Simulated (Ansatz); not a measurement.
Coupled-cluster run, `[GaH2][SnH3]`.

```yaml
crystal:
  periodic: [false, false, false]
  atoms:
    - {symbol: Ga, position_ang: [-0.416606, -1.483187, 0.084952]}
    - {symbol: Sn, position_ang: [0.270309, 1.039331, -0.070109]}
    - {symbol: H, position_ang: [-0.409468, -2.215867, 1.476476]}
    - {symbol: H, position_ang: [-0.823380, -2.291869, -1.200454]}
    - {symbol: H, position_ang: [-0.223995, 1.790242, -1.524965]}
    - {symbol: H, position_ang: [-0.370471, 1.963687, 1.219302]}
    - {symbol: H, position_ang: [1.973601, 1.197662, 0.014777]}
basis:
  gaussian: {orbitals: def2-TZVPP}
correlation: {method: ccsd_t}
output: {orbitals: {seedname: orbitals}}
```

```sh
$ ansatz run in.yaml --threads 2 --pin off --events-out ev --progress --plain --max-ram 4352MiB
```

Log, shortened:

```
Functional definition: HF
1158 factors; integrals over basis functions are off by at most 1.2e-3 eV
mean field evaluation 1: about -58217.2287 eV, gradient 1.3e1 eV
mean field evaluation 2: about -58217.2912 eV, gradient 1.3e1 eV
mean field evaluation 4: about -58218.1888 eV, gradient 3.1e0 eV
mean field evaluation 8: about -58218.2068 eV, gradient 1.3e-1 eV
mean field -58218.20690590 eV, -2139.4796420740 hartree, gradient 2.8e-6 eV, S^2 0.000000; 0 other end points of the search recorded, 0 dependent functions left out
13 core orbitals not correlated: weight in the atoms' cores, before any rotation towards them, 1.000 or more for the frozen orbitals, at most 0.000 for the correlated occupied ones
reference -58218.20690590 eV, -2139.4796420740 hartree; 16, 16 occupied and 139, 139 virtual orbitals, 1158 factors
second order -15.60380274 eV of doubles, -0.00000000 eV of singles
cycle   1  -15.44924888 eV  change    1.5e-1 eV  update   1.1e-1
cycle   2  -16.03663953 eV  change   -5.9e-1 eV  update   3.3e-2
cycle   3  -16.10874570 eV  change   -7.2e-2 eV  update   1.6e-2
cycle   4  -16.10173063 eV  change    7.0e-3 eV  update   4.1e-3
cycle   5  -16.09995839 eV  change    1.8e-3 eV  update   1.4e-3
cycle   6  -16.09986505 eV  change    9.3e-5 eV  update   4.4e-4
cycle   7  -16.09970137 eV  change    1.6e-4 eV  update   1.5e-4
cycle   8  -16.09971114 eV  change   -9.8e-6 eV  update   5.6e-5
cycle   9  -16.09973845 eV  change   -2.7e-5 eV  update   1.9e-5
perturbative correction -0.49147744 eV, -0.0180614626 hartree
Total energy: -58234.79812179 eV, -2140.0893580120 hartree
```

Hardware: 2 threads of an Arm Neoverse V2 on a shared host. Wall time 48 s, peak host memory 1.5 GiB.

The correlation energy is -16.591 eV, 3.0 % of it from (T); the T1 diagnostic reads 0.0136.
